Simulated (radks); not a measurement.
The numbers below are computed, except where a source is named.
Problem. Ionisation of Br13+, [Ar] 3d4, to Br14+, [Ar] 3d3, under several functionals. Dirac Kohn-Sham, spin-unpolarised, spherical densities, point nucleus; open shells are shared between the two j in proportion to 2j + 1; a radial shooting solver on a logarithmic mesh with Libxc functionals. Known Delta-SCF values: Wu-Cohen GGA 433.71 eV; BLYP 433.54 eV; exchange-only LDA 431.43 eV. What does PW91 give, and what is its highest occupied eigenvalue?

Solution. 433.87 eV by Delta-SCF; the 3d5/2 eigenvalue is -410.75 eV. NIST: 436 eV (theoretical).

Beside tabulated values, note that spin-unpolarised runs miss the spin-polarisation part of the exchange energy of open shells.
